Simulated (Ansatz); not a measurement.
Reaction (ligand exchange at a B–C bond): `B/C=C/CO` + `CCN[SiH3]` → `BN([SiH3])CC` + `C=CCO`

Calculated with Ansatz (gas phase, PBE0-D4/def2-TZVP geometries, no zero-point term in ΔE). CCSD(T)/CBS adds triple-zeta CCSD(T) − MP2 to the extrapolated MP2 energy (def2 sets, frozen cores). Functionals use def2-TZVPP. One conformer a species, not always the lowest.

```
        level  ΔE (kJ/mol)
  LDA (SPW92)       -123.1
     BHLYP-D4       -115.7
CCSD/def2-SVP       -129.2
HF/def2-TZVPP       -103.1
```

(1) What does CCSD(T)/CBS give? (An estimate is asked.)

Largest T1 diagnostic among the species: 0.012.

## Answers

(1) The calculation gave: -120.8 kJ/mol. The listed levels differ from it by -2.3, 5.1, -8.4, 17.7 kJ/mol.

At CCSD(T), def2-SVP lies −11.0 kJ/mol from the extrapolated value and def2-TZVPP −1.7 kJ/mol. In def2-TZVPP, CCSD(T) changes the Hartree–Fock value by −19.3 kJ/mol (the triples alone add −2.6 kJ/mol) and MP2 by −19.5 kJ/mol.
